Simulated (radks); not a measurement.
Results of a calculation; reference values are marked as such.
Ho2+, 65 electrons, occupied as [Xe] 4f11.

Level of theory: scalar-relativistic Kohn-Sham, Slater X-alpha with alpha = 0.739, spin-polarised, spherical densities, finite nucleus; open shells are filled with parallel spins first (spin-orbit coupling, left out, can overturn this in heavy ions); Fermi nuclear charge, rms radius 5.2022 fm (a radial shooting solver on a logarithmic mesh with Libxc functionals).

Energy parts (hartree):
| part | energy |
|---|---|
| total | -12627.6125 |
| kinetic | 13655.8786 |
| electron-nucleus | -30907.9220 |
| Hartree | 4907.9407 |
| exchange | -283.5099 |

Orbitals (lengths in bohr, moments of r in powers of bohr; r(90%) holds 90 % of the orbital's charge):
orbital  occ.  eigenvalue (hartree)  r(90%)      <r>
1s down     1             -2040.287  0.0376  0.02075
1s up       1             -2040.287  0.0376  0.02075
2s up       1             -342.0886   0.136  0.08809
2s down     1             -342.0863   0.136  0.08809
2p up       3             -303.3980   0.127  0.07801
2p down     3             -303.3963   0.127  0.07801
3s up       1             -76.87070   0.337   0.2299
3s down     1             -76.81539   0.337   0.2298
3p up       3             -65.03227   0.342   0.2287
3p down     3             -64.97732   0.342   0.2286
3d up       5             -49.96226   0.323   0.2076
3d down     5             -49.91955   0.323   0.2075
4s up       1             -15.63299   0.745   0.5184
4s down     1             -15.51652   0.745   0.5185
4p up       3             -11.72971   0.800   0.5494
4p down     3             -11.61474   0.800   0.5496
4d up       5              -6.44789   0.895   0.5951
4d down     5              -6.33526   0.896   0.5957
5s up       1              -2.40458    1.83    1.267
5s down     1              -2.34693    1.85    1.277
5p up       3              -1.48984    2.20    1.496
5p down     3              -1.44766    2.23    1.514
4f up       7              -0.69535    1.42   0.8191
4f down     4              -0.59714    1.50   0.8477

The highest occupied level is 4f down at -16.249 eV. The electron density at the nucleus is 8.449e+05 e/bohr^3 (large components only). Summed over all electrons, <r^2> = 37.19 bohr^2, which gives a Langevin (diamagnetic) susceptibility term of -29.5 x 10^-6 cm^3/mol. The spin density at the nucleus is -0.008 e/bohr^3 (1s 0.006, 2s -0.968, 3s -9.583, 4s 1.503, 5s 9.035). The density falls to 0.001 e/bohr^3 at r = 3.34 bohr.
